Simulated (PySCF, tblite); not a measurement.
Species: C₇H₉FSi.
Z-matrix (Å and degrees, GFN2-xTB geometry), rows numbered from 1:
```
F 
C   1  1.3813
C   2  1.4845  1  111.01
C   3  1.3328  2  135.86  1   124.59
C   4  1.5113  3   94.37  2   178.41
Si  5  1.8858  4  120.22  3   124.76
C   5  1.5140  4  112.62  3   -83.83
C   7  1.3286  5   94.46  4    84.30
C   8  1.5081  7   94.57  5    -1.01
H   2  1.0951  1  106.84  3   121.68
H   2  1.0978  1  106.03  3  -120.68
H   4  1.0739  3  134.59  2     1.75
H   6  1.4649  5  108.20  4    75.05
H   6  1.4622  5  108.29  4   -44.98
H   6  1.4633  5  108.20  4  -165.33
H   7  1.0737  5  130.48  4   -93.75
H   8  1.0741  7  135.13  5  -179.48
H   9  1.0837  3  118.76  2    53.82
```

Method: PBE0/pcSseg-1 in PySCF (dipole) on a GFN2-xTB geometry, gas phase.

Masses are those of the commonest isotopes; rigid-rotor values at the optimised geometry. The values belong to one conformer with, in the numbering `[F:1][CH2:2][C:3]1=[CH:4][C@@:5]2([SiH3:6])[CH:7]=[CH:8][C@@H:9]12`, F1–C2–C3–C4 125°.

(1) Give the principal moments of inertia and the rotational constants in GHz.

(2) What kind of rotor is it?

(3) Is it planar, by Δ = Ic − Ia − Ib?

(4) List the rotational levels J(Ka,Kc) to J = 2 (K).

(5) Predict some low-J microwave lines.

(6) Estimate the classical rotational partition function at 10 K, 100 K and 298.15 K.

Answers

(1) Ia = 202.60, Ib = 564.30, Ic = 654.23 u·Å²; 505379 MHz·u·Å²/I gives 2494, 895.6 and 772.5 MHz, that is A = 2.4945, B = 0.8956, C = 0.7725 GHz.

(2) An asymmetric top: κ = (2 × 895.6 − 2494 − 772.5)/(2494 − 772.5) = -0.86.

(3) Not planar: Δ = Ic − Ia − Ib = -112.67 u·Å². For a rigid frame Δ = −2 Σ m c², so Σ m c² = 56.34 u·Å² lies off the ab plane: 14.73 from hydrogen and 41.61 from heavier atoms. The atom farthest from that plane is 2.22 Å away.

(4) Above 0(0,0), as E/k:
J = 1: 1(0,1) 0.080, 1(1,1) 0.157, 1(1,0) 0.163
J = 2: 2(0,2) 0.240, 2(1,2) 0.311, 2(1,1) 0.329, 2(2,1) 0.559, 2(2,0) 0.559
Those of J = 1 are B + C, A + C and A + B.

(5) The dipole components are |μa| = 0.61 D, |μb| = 1.17 D, |μc| = 1.34 D. Intensities carry the squares of the components, which stand as 0.20 : 0.76 : 1.00 (a : b : c). Some lines, for components of 0.1 D or more:

```
type  branch         J(Ka,Kc)    MHz  lower level (cm⁻¹)
   a       Q  2(1,1) ← 2(1,2)    369               0.216
   b       Q  2(1,1) ← 2(0,2)   1852               0.167
   b       Q  3(1,2) ← 3(0,3)   2059               0.333
   b       R  4(1,3) ← 3(2,2)   2288               0.555
   c       Q  4(2,3) ← 4(1,3)   4379               0.632
   c       Q  3(2,2) ← 3(1,2)   4616               0.401
   c       Q  2(2,1) ← 2(1,1)   4797               0.228
   a       R  4(0,4) ← 3(0,3)   6605               0.333
   a       R  4(2,3) ← 3(2,2)   6667               0.555
   a       R  4(2,2) ← 3(2,1)   6734               0.557
   c       R  3(1,2) ← 2(0,2)   7036               0.167
   b       Q  4(3,1) ← 4(2,2)   8225               0.781
   b       Q  3(3,0) ← 3(2,1)   8273               0.557
   b       Q  3(3,1) ← 3(2,2)   8306               0.555
   b       Q  4(3,2) ← 4(2,3)   8325               0.778
   b       R  2(2,0) ← 1(1,1)   8386               0.109
   c       R  4(1,3) ← 3(0,3)   8963               0.333
   b       R  3(2,2) ← 2(1,1)   9801               0.228
   c       R  3(2,2) ← 2(1,2)  10170               0.216
   b       R  3(2,1) ← 2(1,2)  10204               0.216
   c       R  4(3,2) ← 3(2,2)  14992               0.555
   c       R  4(4,1) ← 3(3,1)  18297               0.832
```

(6) Point group C1, symmetry number σ = 1; q = (√π/σ)·√((kT/h)³/(ABC)), k/h = 20836.6 MHz/K: 4060 at 10 K, 128000 at 100 K, 661000 at 298.15 K.

Its GFN2-xTB frequencies are all real (lowest 38 cm⁻¹). These are rigid-rotor constants of the computed structure; measured ground-state constants (B0) also hold zero-point vibration. A rigid rotor knows nothing of internal rotation, which can split or shift real lines.
